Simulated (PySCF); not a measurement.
BeH2OSe, SMILES [OH][Be][SeH].

Coordinates come from a TPSSh-D3(BJ)/def2-TZVP optimisation. A frequency run showed that this geometry is not a minimum. Other conformers were not sampled.

These are C-PCM-PBE0/def2-SVP run with PySCF 2.14.0 values and carry that method's errors.

The values are the electrostatic part of the solvation free energy, E(continuum) − E(gas) at the gas-phase geometry, in a cavity of scaled van der Waals radii (PySCF's table); cavitation and dispersion terms are not included. A continuum can't describe solvent molecules that bind to the metal. In vacuum the orbital gap is 6.75 eV. The dipole moment in vacuum is 2.45 D.

Computed values in water (ε = 78.36), acetonitrile (ε = 35.69), ethanol (ε = 24.85):
```csv
solvent,ε,ΔG(elec) (kcal/mol),dipole (D),gap (eV)
water,78.36,-6.1,3.13,7.08
acetonitrile,35.69,-6.0,3.12,7.08
ethanol,24.85,-5.9,3.11,7.07
```
